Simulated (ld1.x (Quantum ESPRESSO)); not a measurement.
**What one change does to a pseudopotential (nickel, TM)**

Ni, norm-conserving Troullier–Martins (Kleinman–Bylander form), made with ld1.x (Quantum ESPRESSO) 7.5 (PBEsol, scalar-relativistic). Core [Ne], reference 3s2 3p6 3d8 4s1 4p0 (charge +1). Waves: 3s (bound): rc 1.00 bohr; 3p (bound): rc 0.90 bohr; 3d (bound): rc 1.55 bohr. Local part: the d channel. Core correction: none.

Occupied shells without a wave of their own: 4s. They enter only through the test configuration that unscreens the potential.

Change: wave 3s (bound): rc 1.00 bohr becomes 3s (bound): rc 1.10 bohr.

Cutoffs: the cutoffs (Ry, on a coarse ladder) from which the occupation-weighted sum of valence levels, in a spherical-Bessel basis at the reference potential, stays within 10 and 1 mRy of its value at 400 Ry; they do not see the model core or the augmentation charge, which bear on the density cutoff. Errors are all-electron minus pseudo energies relative to the spin-unpolarised reference configuration.

**Question.** What does the change do?

**Answer.** The potential gets neither clearly harder nor softer (160 Ry and 260 Ry → 160 Ry and 230 Ry); the d channel sets the loose cutoff, while the largest relative change is in s, which becomes softer; of the 7 tests that both files solve, the error grows in 5 and shrinks in 1 by more than 15 % and 0.3 meV (median size 130.2 → 481.3 meV); neither file shows a bound ghost.

```tsv
quantity	base	changed
cutoff, loose	160 Ry	160 Ry
cutoff, tight	260 Ry	230 Ry
loose cutoff by channel (10 mRy a level)	s 110 Ry, p 70 Ry, d 100 Ry	s 70 Ry, p 70 Ry, d 100 Ry
bound ghosts	none	none
largest miss of a reference level, eV	0.14	0.21
error for 3s2 3p6 3d8 4s2 4p0, meV [ΔE -9.34 eV]	-130	+130
error for 3s2 3p6 3d8 4s0 4p0, meV [ΔE 17.26 eV]	+111	-365
error for 3s2 3p6 3d7 4s0 4p0, meV [ΔE 54.70 eV]	-185	-961
error for 3s2 3p6 3d9 4s0 4p0, meV [ΔE -3.07 eV]	+215	-30
error for 3s1 3p6 3d8 4s2 4p0, meV [ΔE 109.78 eV]	-110	+481
error for 3s2 3p6 3d8 4s0 4p1, meV [ΔE 5.71 eV]	-295	-684
error for 3s2 3p5 3d8 4s2 4p0, meV [ΔE 70.06 eV]	-31	+556
s: phases at 1.71 bohr within 0.05 rad from the reference energy up to (Ry; the scan ends near 5)	-0.4	-0.9
p: phases at 1.71 bohr within 0.05 rad from the reference energy up to (Ry; the scan ends near 5)	-1.1	-1.1
d: phases at 1.71 bohr within 0.05 rad from the reference energy up to (Ry; the scan ends near 5)	0.9	0.9
```

Base: The 4s level has no wave, so the channel is fitted at the deeper level alone: the likely source of the large errors. Changed file: The 4s level has no wave, so the channel is fitted at the deeper level alone: the likely source of the large errors.
